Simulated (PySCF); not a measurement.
C3H7O2, SMILES C[C](O)CO, multiplicity 2. Atoms are numbered in the order given.

```xyz
12

C      1.3980    -0.8022     0.5194
C      0.5479     0.1123    -0.2931
O      0.7153     1.4389     0.0394
C     -0.8195    -0.2979    -0.7302
O     -1.7296    -0.4891     0.3557
H      1.0135    -0.9101     1.5543
H      1.4201    -1.8087     0.0748
H      2.4280    -0.4192     0.5879
H      0.1725     1.9797    -0.5519
H     -0.7757    -1.2631    -1.2579
H     -1.2187     0.4478    -1.4538
H     -1.6837     0.3025     0.9093
```
Charge 0, spin multiplicity 2.

Geometry: B3LYP-D3(BJ)/def2-SVP. The isomer is the one that the SMILES or the coordinates give; other isomers of the formula were not compared. Other conformers were not sampled.

Calculation: PySCF with PBE/def2-TZVP.

ESP charges are fitted to the potential on shells at 1.4 to 2.0 van der Waals radii. Atomic charges (e):

| atom | ESP fit | meta-Löwdin | Löwdin | Mulliken spin |
|---|---|---|---|---|
| C1 | -0.43 | -0.36 | -0.31 | -0.05 |
| C2 | -0.06 | 0.11 | -0.36 | 0.78 |
| O3 | -0.40 | -0.45 | 0.07 | 0.13 |
| C4 | 0.08 | -0.04 | -0.38 | 0.01 |
| O5 | -0.56 | -0.53 | -0.03 | 0.05 |
| H6 | 0.16 | 0.12 | 0.13 | 0.07 |
| H7 | 0.14 | 0.13 | 0.14 | 0.01 |
| H8 | 0.16 | 0.13 | 0.13 | 0.01 |
| H9 | 0.37 | 0.34 | 0.18 | 0.00 |
| H10 | 0.13 | 0.13 | 0.14 | 0.00 |
| H11 | 0.01 | 0.09 | 0.12 | 0.00 |
| H12 | 0.41 | 0.33 | 0.17 | 0.00 |

Computed Mayer and Wiberg (Löwdin basis) orders of the bonds:
```json
[
 {"bond": "C1–C2", "Mayer": "1.04", "Wiberg": "1.36"},
 {"bond": "C2–O3", "Mayer": "1.14", "Wiberg": "1.72"},
 {"bond": "C2–C4", "Mayer": "1.10", "Wiberg": "1.34"},
 {"bond": "C4–O5", "Mayer": "1.00", "Wiberg": "1.57"},
 {"bond": "C1–H6", "Mayer": "0.93", "Wiberg": "0.88"},
 {"bond": "C1–H7", "Mayer": "0.96", "Wiberg": "0.89"},
 {"bond": "C1–H8", "Mayer": "0.96", "Wiberg": "0.89"},
 {"bond": "O3–H9", "Mayer": "0.88", "Wiberg": "0.99"},
 {"bond": "C4–H10", "Mayer": "0.95", "Wiberg": "0.86"},
 {"bond": "C4–H11", "Mayer": "0.93", "Wiberg": "0.86"},
 {"bond": "O5–H12", "Mayer": "0.90", "Wiberg": "1.02"}
]
```
